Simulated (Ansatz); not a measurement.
System: GeH$_{3}$, charge 0, multiplicity 2. 
Coordinates optimised at B3LYP-D3(BJ)/def2-TZVP (Ansatz, an electronic-structure program):
```
Ge
H 1 1.5431
H 1 1.5431 2 110.72
H 1 1.5431 2 110.72 3 -123.21
```
Charge 0, spin multiplicity 2.

Basis-set convergence of Hartree-Fock and CCSD correlation energies (hartree) with Ansatz. Valence correlation only, unless marked. Open shells are spin-unrestricted. No spin-orbit coupling. The frozen core is the preceding noble-gas configuration, with the filled d and f shells of earlier blocks. Non-relativistic.

```csv
basis,functions,E(HF),"E(corr, CCSD)"
def2-SVPD,62,-2076.80503,-0.12091
def2-TZVPPD,105,-2077.06944,-0.13778
def2-QZVPPD,194,-2077.11165,-0.14314
```

Extrapolating the two largest sets (X = 3 and 4) as X^-3: E(corr) = (64·(-0.14314) - 27·(-0.13778))/37 = -0.1471 Eh, an estimate of the basis-set limit. The largest set recovers 97.3 % of it, the smallest 82.2 %.
